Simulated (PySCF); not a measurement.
**Selenium: highly charged ions in a basis for the neutral atom**

Se²²⁺ [Ne] 3s2, Se²³⁺ [Ne] 3s1. Computed with PySCF 2.14 in jorge-DZP-DKH, with the spin-free X2C one-electron Hamiltonian (Gaussian nucleus). No spin-orbit coupling, so a gap to NIST mixes the basis error with missing relativistic terms.

Changed run: basis of the neutral atom used for a highly charged ion. This setting is unsound on purpose.

| species | method | sound run (hartree) | changed run (hartree) | converged |
| --- | --- | --- | --- | --- |
| Se²²⁺ | UHF | not run | -2129.41547 | yes |
| Se²²⁺ | BP86 | not run | -2130.20026 | yes |
| Se²²⁺ | PBE0 | not run | -2129.72797 | yes |
| Se²³⁺ | UHF | not run | -2093.61476 | yes |
| Se²³⁺ | BP86 | not run | -2094.27233 | yes |
| Se²³⁺ | PBE0 | not run | -2093.80986 | yes |

Ionisation energy of Se²²⁺:

| method | changed run (eV) | NIST (eV) |
| --- | --- | --- |
| UHF | 974.19 | 989.6 ± 1.3 |
| BP86 | 977.65 | 989.6 ± 1.3 |
| PBE0 | 977.38 | 989.6 ± 1.3 |

The contracted functions were made for the neutral atom and can be too rigid for a highly charged ion.
